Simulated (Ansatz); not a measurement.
The cluster K6F5⁺. Charge 1, multiplicity 1. Geometry PBE0-D4/def2-SVP; atoms count from 1.

Cartesian coordinates in Å:
```
K 0.6011 -0.3753 -2.8572
K -0.6859 0.4700 3.6079
K -0.0339 -2.2534 0.1672
K -2.9038 0.0604 -2.2981
K 0.4454 2.1918 -0.3172
K 2.3427 -0.0590 1.7822
F 0.3143 -1.3667 2.4247
F 0.6552 1.7563 2.0848
F -1.2891 -1.6620 -1.8526
F -0.9538 1.4611 -2.1910
F 1.5078 -0.2230 -0.5507
```

Another isomer (singlet) lies 0.04 eV lower at PBE0-D4/def2-TZVP; other spin states weren't run for this one.

Q: Estimate the Mulliken populations from the PBE0/def2-TZVP orbitals of Ansatz.

A: 
```
atom  charge (e)
  K1        0.76
  K2        0.82
  K3        0.81
  K4        0.82
  K5        0.81
  K6        0.76
  F7       -0.76
  F8       -0.76
  F9       -0.76
 F10       -0.76
 F11       -0.77
```
Mulliken values and Mayer orders depend strongly on the basis.
